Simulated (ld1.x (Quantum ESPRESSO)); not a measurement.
## selenium, TM: configuration errors across variants

```
Element                 : Se
Generator               : ld1.x (Quantum ESPRESSO) 7.5
Type                    : norm-conserving Troullier–Martins (Kleinman–Bylander form)
Functional              : PBE
Relativity              : scalar-relativistic
Frozen core             : [Ar]
Valence charge          : 16
Reference configuration : 3d10 4s1 4p5
Partial waves           : 4s (bound): rc 1.45 bohr; 4p (bound): rc 1.95 bohr; 3d (bound): rc 0.60 bohr
Local potential         : all-electron potential smoothed inside 1.00 bohr (lloc = -1)
Core correction         : none
```

All-electron excitation energies from the reference (eV): (1) 3d10 4s2 4p4 -10.881; (2) 3d10 4s2 4p3 -0.036; (3) 3d10 4s2 4p2 20.312; (4) 3d9 4s2 4p4 53.210; (5) 3d10 4s2 4p3.5 -6.572; (6) 3d10 4s0 4p6 11.083; (7) 3d10 4s2 4p4.3 -12.474.

Tests that are not counted but printed errors over 1 eV. “local potential all-electron potential smoothed inside 0.72 bohr (lloc = -1)”: 3d9 4s2 4p4 (solver errors, printed error -89.7 eV). “all radii scaled by about 0.74 (s 1.08, p 1.46, d 0.44 bohr); local potential all-electron potential smoothed inside 0.74 bohr (lloc = -1)”: 3d9 4s2 4p4 (solver errors, printed error -179 eV).

2 further variants failed, have other tests or too few solved ones, and are left out.

A true bound ghost makes a file unfit for plane-wave use even where its test errors are small: the radial tests pick states by their node count and pass the ghost by. Where a test does run into it, the solver fails or the error is huge.

Errors AE − PS in meV (a dash: test not solved or not reliable):

```tsv
change	(1)	(2)	(3)	(4)	(5)	(6)	(7)	bound ghosts
base	+3.9	-0.7	+1.3	-518	+1.0	+3.4	+5.8	s
local potential all-electron potential smoothed inside 0.72 bohr (lloc = -1)	+1.5	-1.3	-9.3	–	+0.8	-0.8	+1.4	s, p
core correction a·sin(br)/r model core inside 0.60 bohr	+1.7	-1.8	–	-612	-0.9	+1.0	+3.6	s
all radii scaled by about 0.74 (s 1.08, p 1.46, d 0.44 bohr); local potential all-electron potential smoothed inside 0.74 bohr (lloc = -1)	-4.1	-6.9	-21	–	-4.2	-6.3	-5.0	s, p
```

Task: Give the same row for: local potential the p channel.

Result: +2.2, -1.2, -5.0, -1285, +0.5, +1.3, +3.1; bound ghosts: not determined.
